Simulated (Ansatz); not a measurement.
`[SiH3][B]1[O][GeH2]1` + `C[SiH2]O` → `O[SiH2][SiH3]` + `C[B]1[O][GeH2]1`  (redistribution)

Gas-phase electronic energies from Ansatz, PBE0-D4/def2-TZVP geometries. CCSD(T)/CBS is the MP2 limit (def2-TZVPP, def2-QZVPP) plus CCSD(T) − MP2 in def2-TZVPP, frozen cores. This one scheme is used for every species. Functionals use def2-TZVPP. For Ge outer-core shells are correlated without core-valence functions, which leaves a few kJ/mol of doubt a bond. Scalar relativity is left out up to krypton. Each species was taken in one conformer, which may not be the lowest.

```tsv
level	ΔE (eV)
r2SCAN-D4	-0.10
r2SCAN	-0.10
PBE0	-0.14
MP2/def2-TZVPP	-0.03
```

(1) What does CCSD(T)/CBS give? (Best estimate.)

Largest T1 diagnostic among the species: 0.016.

Results:

(1) Ansatz gave: -0.05 eV. The listed levels differ from it by -0.05, -0.05, -0.09, 0.02 eV.

In def2-TZVPP, CCSD(T) changes the Hartree–Fock value by +0.04 eV (the triples alone add +0.01 eV) and MP2 by +0.05 eV.
